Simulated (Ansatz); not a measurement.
Basis-set extrapolation for C2HF3Si (`C#C[Si](F)(F)F`) (PBE0-D4/def2-TZVP geometry, frozen core, Ansatz 0.2.0). Multiplicity 1, RHF reference.

```csv
,def2-TZVPP,def2-QZVPP
HF,-663.919591,-663.947054
MP2 correlation,-1.147522,-1.249413
CCSD(T) correlation,-1.197546,not run
```

Energies in hartree. Use E(X) = E(∞) + A·exp(−7.88·√X) for Hartree–Fock and E(X) = E(∞) + B·X^(−2.97) for correlation, with X = 3 and 4, and add CCSD(T) minus MP2 of the smaller set to the MP2 limit.

Problem. What is the CCSD(T) energy at the basis-set limit?

Solution. HF limit: -663.947054 + (-0.027463) × 0.13774 = -663.95084. MP2 limit: -1.249413 + (-0.101891) × 0.74074 = -1.32489. Higher-order term: -1.197546 − (-1.147522) = -0.05002. Total: -665.32575 hartree, 547.7 kJ/mol below CCSD(T)/def2-TZVPP.
